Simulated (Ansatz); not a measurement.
Sn6. Total charge 0; singlet. Geometry PBE-D4/def2-SVP.

Cartesian coordinates in Å:
```
Sn -0.0092 -1.3546 -1.0530
Sn -2.2809 0.4245 -0.5261
Sn 0.6759 1.3970 -1.8031
Sn 0.0096 1.3547 1.0529
Sn -0.6763 -1.3966 1.8030
Sn 2.2810 -0.4251 0.5263
```

In the def2 sets Sn takes a core potential, while STO-3G treats all electrons; there is no spin–orbit coupling. HSE06 is defined as in plane-wave codes, on full-range PBE exchange. The restricted singlet is unstable towards broken spin symmetry in Hartree–Fock (as tested in another run); at HF/STO-3G this wasn't settled.

Question: Estimate the orbital energies around the gap (eV) in Ansatz with HF/STO-3G, r2SCAN-D4/def2-TZVP, PBE0-D4/def2-SVP, PBE0-D4/def2-TZVP, HSE06-D4/def2-TZVP.

Answer: 
```csv
orbital,HF/STO-3G,r2SCAN-D4/def2-TZVP,PBE0-D4/def2-SVP,PBE0-D4/def2-TZVP,HSE06-D4/def2-TZVP
HOMO−13,-21.72,-25.70,-27.86,-27.75,-27.34
HOMO−12,-21.70,-25.64,-27.80,-27.69,-27.29
HOMO−11,-17.06,-14.55,-15.84,-15.68,-15.25
HOMO−10,-11.94,-11.47,-12.52,-12.41,-11.99
HOMO−9,-11.94,-11.47,-12.52,-12.41,-11.99
HOMO−8,-10.92,-11.01,-11.99,-11.89,-11.48
HOMO−7,-7.55,-9.70,-10.55,-10.49,-10.09
HOMO−6,-6.47,-8.74,-9.47,-9.42,-9.04
HOMO−5,-4.89,-6.02,-6.55,-6.48,-6.13
HOMO−4,-4.89,-5.76,-6.30,-6.24,-5.89
HOMO−3,-3.96,-5.76,-6.30,-6.24,-5.89
HOMO−2,-3.63,-5.49,-5.99,-5.93,-5.59
HOMO−1,-3.63,-5.23,-5.77,-5.73,-5.38
HOMO,-3.62,-5.23,-5.77,-5.73,-5.38
LUMO,3.13,-3.45,-2.95,-2.90,-3.24
LUMO+1,4.12,-2.89,-2.42,-2.38,-2.72
LUMO+2,4.54,-2.65,-2.19,-2.17,-2.51
LUMO+3,4.54,-2.65,-2.18,-2.17,-2.51
LUMO+4,6.45,-1.45,-1.04,-1.08,-1.43
LUMO+5,7.35,-1.43,-0.98,-1.05,-1.38
```
